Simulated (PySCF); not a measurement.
Run record: excited-state job, `BrC1=CC=CC=C1`.

Method: TDDFT CAM-B3LYP/def2-SVPD, vertical, gas phase, core orbitals frozen in the response (PySCF 2.14.0, density-fitted response routines). Geometry: GFN2-xTB. A driver script takes a list of jobs; this job's settings line and coordinates (Å) are shown.

Input:
```
{"job": {"kind": "uv", "xc": "CAM-B3LYP", "basis": "def2-SVPD", "nstates": 8, "ntriplets": 3}, "charge": 0, "multiplicity": 1}
Br     3.120775    -0.747869     0.014494
C      1.264809    -0.302178     0.004286
C      0.887695     1.029354    -0.001442
C     -0.460249     1.343508    -0.008376
C     -1.412440     0.337748    -0.009263
C     -1.018313    -0.989970    -0.003711
C      0.326056    -1.319105     0.002899
H      1.635551     1.807155    -0.000268
H     -0.763784     2.379481    -0.013063
H     -2.462469     0.587813    -0.014099
H     -1.758506    -1.775603    -0.004484
H      0.642074    -2.351019     0.006998
```

**Question.** Estimate the output.

**Answer.** 
```
coarse grid: 50776 points
cycle   1  E = -2805.2937598101  dE =  2.947e-01  |g| = 3.194e-01  |ddm| = 1.389e+01
cycle   2  E = -2805.2991656779  dE = -5.406e-03  |g| = 3.139e-01  |ddm| = 4.286e+00
cycle   3  E = -2805.3218421325  dE = -2.268e-02  |g| = 6.942e-02  |ddm| = 9.968e-01
cycle   4  E = -2805.3230118780  dE = -1.170e-03  |g| = 2.798e-02  |ddm| = 5.517e-01
cycle   5  E = -2805.3232066806  dE = -1.948e-04  |g| = 5.993e-03  |ddm| = 1.077e-01
cycle   6  E = -2805.3232165726  dE = -9.892e-06  |g| = 1.068e-03  |ddm| = 3.263e-02
final grid: 107184 points
cycle   7  E = -2805.3231876466  dE = -2.067e-07  |g| = 1.079e-03  |ddm| = 1.056e-02
cycle   8  E = -2805.3231874731  dE =  1.735e-07  |g| = 1.377e-03  |ddm| = 8.490e-03
cycle   9  E = -2805.3231879636  dE = -4.905e-07  |g| = 1.270e-04  |ddm| = 3.930e-03
cycle  10  E = -2805.3231879683  dE = -4.724e-09  |g| = 5.248e-05  |ddm| = 8.792e-04
cycle  11  E = -2805.3231879694  dE = -1.120e-09  |g| = 1.852e-05  |ddm| = 5.126e-04
cycle  12  E = -2805.3231879695  dE = -7.958e-11  |g| = 2.571e-06  |ddm| = 1.408e-04
converged SCF energy = -2805.3231879695

Static polarisability (au): isotropic 88.594, principal 55.387 89.921 120.473

Singlet excitations
state   eV       nm        f      main configurations
  1   5.3913    230.0   0.00151   H->L+1 0.63, H-1->L 0.34
  2   5.6886    218.0   0.00008   H->L+2 0.84
  3   5.9669    207.8   0.11609   H->L 0.80, H-1->L+1 0.18
  4   6.5818    188.4   0.00328   H-2->L+2 0.83
  5   6.8424    181.2   0.05395   H-1->L+2 0.73, H-1->L 0.11
  6   6.8435    181.2   0.23221   H-1->L 0.46, H->L+1 0.28, H-1->L+2 0.17
  7   6.9008    179.7   0.57586   H-1->L+1 0.74, H->L 0.17
  8   7.0319    176.3   0.00000   H-2->L 0.96

Triplet excitations (Tamm-Dancoff, eV): 4.0830 4.7450 4.8162
```

The SCF starts on a coarse grid where the log names one; the energy can jump when the final grid takes over, and dE then counts from the start density on the new grid. H and L stand for HOMO and LUMO; the number after each pair is its weight.

**Question.** Which computed singlet has the largest oscillator strength, and what do all of them sum to?

**Answer.** State 7 at 6.90 eV (180 nm), f = 0.576; the 8 states sum to 0.983.

Summary of the converged run: HOMO -8.35 eV, LUMO 0.44 eV; lowest singlet 5.39 eV; lowest triplet 4.08 eV (Tamm–Dancoff); mean polarisability 88.6 au.

 Relativistic effects, spin–orbit coupling among them, are left out although an element past zinc is present.

The run took 41 s on an Arm Neoverse V1 with one thread, shared host.
Labels such as C1 count atoms from 1, the log's own numbers from 0.
